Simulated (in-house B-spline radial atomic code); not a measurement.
Whole-atom quantities along the 34-electron series, configuration [Ar] 3d10 4s2 4p4. Breit and QED terms are first order and not part of the total energy; the density at the nucleus is averaged over the nuclear charge. Computed with an all-electron radial atomic-structure program (B-spline basis): Dirac-Hartree-Fock, average of the configuration, finite nuclei.

```tsv
ion	Z	E/Z² (Eh)	Σ<r²> (bohr²)	n(0)/Z³ (bohr⁻³)	Lamb diamagnetic shielding (ppm)	repulsion over attraction	Breit energy (eV)	self-energy (eV)	vacuum polarisation (eV)	Dirac less non-relativistic energy (Eh)
Tm35+	69	-2.704	2.3227	2.6869	7702.5	0.09168	352.53	292.71	-49.128	-633.26
Yb36+	70	-2.7167	2.2291	2.7764	7854.35	0.090347	370.15	309	-52.597	-675.29
Lu37+	71	?	?	?	?	?	?	?	?	?
Hf38+	72	-2.7419	2.0576	2.9914	8163.08	0.087763	407.3	343.81	-60.218	-766.17
Ta39+	73	-2.7544	1.9788	3.1101	8320.07	0.086509	426.86	362.39	-64.391	-815.19
W40+	74	?	?	?	?	?	?	?	?	?
Re41+	75	?	?	?	?	?	?	?	?	?
Os42+	76	-2.7917	1.7668	3.4941	8802.2	0.082893	489.62	423.27	-78.523	-977.71
Ir43+	77	-2.8041	1.7033	3.6435	8966.95	0.081732	511.98	445.38	-83.841	-1037.44
Pt44+	78	-2.8164	1.6429	3.7924	9133.77	0.080593	535.07	468.46	-89.478	-1100.09
Au45+	79	-2.8288	1.5855	3.9533	9302.83	0.079475	558.93	492.57	-95.472	-1165.84
```

Problem. Fill in the row of Lu37+.

Solution. E/Z² (Eh): -2.7293; Σ<r²> (bohr²): 2.1409; n(0)/Z³ (bohr⁻³): 2.8742; Lamb diamagnetic shielding (ppm): 8007.83; repulsion over attraction: 0.089042; Breit energy (eV): 388.4; self-energy (eV): 326.02; vacuum polarisation (eV): -56.285; Dirac less non-relativistic energy (Eh): -719.54.

Problem. Fill in the row of W40+.

Solution. E/Z² (Eh): -2.7669; Σ<r²> (bohr²): 1.9043; n(0)/Z³ (bohr⁻³): 3.2328; Lamb diamagnetic shielding (ppm): 8478.87; repulsion over attraction: 0.08528; Breit energy (eV): 447.08; self-energy (eV): 381.81; vacuum polarisation (eV): -68.822; Dirac less non-relativistic energy (Eh): -866.71.

Problem. Fill in the row of Re41+.

Solution. E/Z² (Eh): -2.7793; Σ<r²> (bohr²): 1.8337; n(0)/Z³ (bohr⁻³): 3.3645; Lamb diamagnetic shielding (ppm): 8639.58; repulsion over attraction: 0.084075; Breit energy (eV): 468; self-energy (eV): 402.09; vacuum polarisation (eV): -73.532; Dirac less non-relativistic energy (Eh): -920.86.

Problem. With what power of Z does the column «Dirac less non-relativistic energy (Eh)» change over this range?

Solution. A fit of the logarithm of its size against log Z from Z = 69 to 79 has slope 4.51. An unscreened hydrogenic electron would give 4 at low Z; screening makes the apparent power larger near the neutral end, and relativity raises it again at high Z.
